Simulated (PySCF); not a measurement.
Sn(H)2(Me)(OMe) (C₂H₈OSn), SMILES C[O][SnH2][CH3].

The structure is a stationary point at B3LYP-D3(BJ)/def2-SVP. The structure was generated by enumeration; whether it is a known compound was not checked. The def2 effective core potentials stand for the cores of Sn; spin–orbit coupling is left out. One conformer was computed; it need not be the lowest.

Two levels are set side by side: TDA-PBE/def2-SVPD (PySCF) and TDA-B3LYP/def2-SVPD (PySCF). Vertical, same geometry. The lowest singlet is HOMO→LUMO 93 % with PBE and HOMO→LUMO 96 % with the other functional; states are paired by order. Differences are taken from unrounded values.

```
quantity                               TDA-B3LYP  TDA-PBE  TDA-PBE minus TDA-B3LYP
-------------------------------------  ---------  -------  -----------------------
lowest singlet excitation (eV)              5.54     5.00                    -0.54
lowest triplet excitation (TDA) (eV)        5.11     4.62                    -0.49
first bright state (f over 0.05) (eV)       6.45     6.00                    -0.45
its oscillator strength                     0.08     0.05                    -0.03
```

Functionals without exact exchange tend to place singlet excitations lower, as here. Differences between two approximate levels are no errors against the true value.

Rough cost on one machine, each run with all the roots and properties that it gave: TDA-B3LYP against TDA-PBE about 2 times.
